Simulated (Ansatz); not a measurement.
`[CH3][Al]([Br])[Br]`. The species carries charge 0 and has multiplicity 1. Geometry: relaxed with PBE0-D4/def2-TZVP.

```xyz
7

C    -0.438   -0.105    0.891
Al    0.413    0.116   -0.827
Br    0.491   -1.576   -2.310
Br    1.371    2.053   -1.452
H    -0.389    0.808    1.487
H    -1.488   -0.382    0.761
H     0.040   -0.914    1.450
```

**Question.** What is the dipole moment at B3LYP/def2-TZVPP? (Best estimate.)

**Answer.** The calculation gave: 1.93 D, with components (-0.84, -0.20, 1.72) D in this frame, pointing from negative to positive charge.

**Question.** And with PBE, r2SCAN, ωB97M-V? (An estimate is asked.)

**Answer.** Computed: PBE 1.89 D, r2SCAN 1.94 D, ωB97M-V 1.96 D.

**Question.** Give the Mulliken charges with B3LYP, ωB97M-V, PBE in def2-TZVPP. (Estimate.)

**Answer.** Ansatz gave: 
| atom | B3LYP | ωB97M-V | PBE |
| --- | --- | --- | --- |
| C1 | -0.42 | -0.50 | -0.41 |
| Al2 | 0.54 | 0.53 | 0.48 |
| Br3 | -0.22 | -0.20 | -0.20 |
| Br4 | -0.22 | -0.20 | -0.20 |
| H5 | 0.11 | 0.13 | 0.12 |
| H6 | 0.10 | 0.12 | 0.11 |
| H7 | 0.10 | 0.12 | 0.11 |

B3LYP here is the variant with VWN-RPA as its local correlation; programs differ in this.
